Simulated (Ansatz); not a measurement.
`CN(C)c1cc2sc(-c3cc4sc(-c5cc6sc(C#N)cc6s5)cc4s3)cc2s1`. Charge 0, multiplicity 1. Geometry PBE-D4/def2-SVP; atoms count from 1.

Cartesian coordinates in Å:
```
C -7.304 -0.487 -4.842
N -6.440 -1.568 -4.410
C -6.488 -2.833 -5.115
C -5.315 -1.290 -3.672
C -4.234 -2.133 -3.397
C -3.295 -1.492 -2.547
S -1.780 -1.960 -1.832
C -1.593 -0.372 -1.064
C -0.435 -0.101 -0.257
C 0.683 -0.912 -0.037
C 1.617 -0.293 0.826
S 3.166 -0.740 1.481
C 3.290 0.796 2.353
C 4.450 1.068 3.161
C 5.575 0.265 3.361
C 6.510 0.880 4.228
S 8.064 0.433 4.863
C 8.168 1.957 5.756
C 9.305 2.231 6.549
N 10.255 2.452 7.208
C 7.047 2.769 5.563
C 6.115 2.153 4.699
S 4.556 2.592 4.056
C 2.172 1.607 2.135
C 1.235 0.989 1.278
S -0.319 1.432 0.624
C -2.673 0.466 -1.357
C -3.622 -0.170 -2.187
S -5.139 0.308 -2.915
H -7.525 0.191 -3.990
H -6.864 0.128 -5.665
H -8.268 -0.904 -5.193
H -7.499 -2.976 -5.541
H -5.743 -2.894 -5.945
H -6.290 -3.671 -4.416
H -4.132 -3.149 -3.793
H 0.803 -1.901 -0.498
H 5.699 -0.720 2.891
H 6.938 3.751 6.037
H 2.057 2.601 2.587
H -2.748 1.495 -0.981
```

Single mean-field runs in def2-TZVP are fitted with def2-universal-jkfit.

(1) Estimate the Mulliken populations of the heavy atoms from the PBE0/def2-TZVP orbitals of Ansatz.

(2) And the Mayer bond orders between heavy atoms (over 0.3)?

## Answers

(1) 
```json
{"atom": "C1", "charge (e)": "-0.32"}
{"atom": "N2", "charge (e)": "-0.04"}
{"atom": "C3", "charge (e)": "-0.32"}
{"atom": "C4", "charge (e)": "0.14"}
{"atom": "C5", "charge (e)": "-0.43"}
{"atom": "C6", "charge (e)": "0.11"}
{"atom": "S7", "charge (e)": "0.00"}
{"atom": "C8", "charge (e)": "0.09"}
{"atom": "C9", "charge (e)": "0.12"}
{"atom": "C10", "charge (e)": "-0.38"}
{"atom": "C11", "charge (e)": "0.11"}
{"atom": "S12", "charge (e)": "0.01"}
{"atom": "C13", "charge (e)": "0.10"}
{"atom": "C14", "charge (e)": "0.12"}
{"atom": "C15", "charge (e)": "-0.36"}
{"atom": "C16", "charge (e)": "0.11"}
{"atom": "S17", "charge (e)": "0.08"}
{"atom": "C18", "charge (e)": "0.21"}
{"atom": "C19", "charge (e)": "-0.26"}
{"atom": "N20", "charge (e)": "-0.03"}
{"atom": "C21", "charge (e)": "-0.33"}
{"atom": "C22", "charge (e)": "0.07"}
{"atom": "S23", "charge (e)": "0.02"}
{"atom": "C24", "charge (e)": "-0.36"}
{"atom": "C25", "charge (e)": "0.10"}
{"atom": "S26", "charge (e)": "0.01"}
{"atom": "C27", "charge (e)": "-0.33"}
{"atom": "C28", "charge (e)": "0.06"}
{"atom": "S29", "charge (e)": "-0.02"}
```
Mulliken values depend strongly on the basis.

(2) C1–N2 0.98 (1.45 Å); N2–C3 0.97 (1.45 Å); N2–C4 1.20 (1.37 Å); C4–C5 1.52 (1.40 Å); C4–S29 1.16 (1.78 Å); C5–C6 1.23 (1.42 Å); C6–S7 1.23 (1.74 Å); C6–C28 1.38 (1.41 Å); S7–C8 1.23 (1.77 Å); C8–C9 0.99 (1.44 Å); C8–C27 1.49 (1.40 Å); C9–C10 1.48 (1.40 Å); C9–S26 1.24 (1.77 Å); C10–C11 1.25 (1.41 Å); C11–S12 1.23 (1.74 Å); C11–C25 1.33 (1.41 Å); S12–C13 1.23 (1.77 Å); C13–C14 1.00 (1.44 Å); C13–C24 1.48 (1.40 Å); C14–C15 1.49 (1.40 Å); C14–S23 1.24 (1.77 Å); C15–C16 1.25 (1.42 Å); C16–S17 1.24 (1.74 Å); C16–C22 1.34 (1.41 Å); S17–C18 1.18 (1.77 Å); C18–C19 0.95 (1.41 Å); C18–C21 1.53 (1.40 Å); C19–N20 3.01 (1.18 Å); C21–C22 1.24 (1.41 Å); C22–S23 1.21 (1.74 Å); C24–C25 1.27 (1.41 Å); C25–S26 1.21 (1.74 Å); C27–C28 1.26 (1.41 Å); C28–S29 1.18 (1.75 Å).
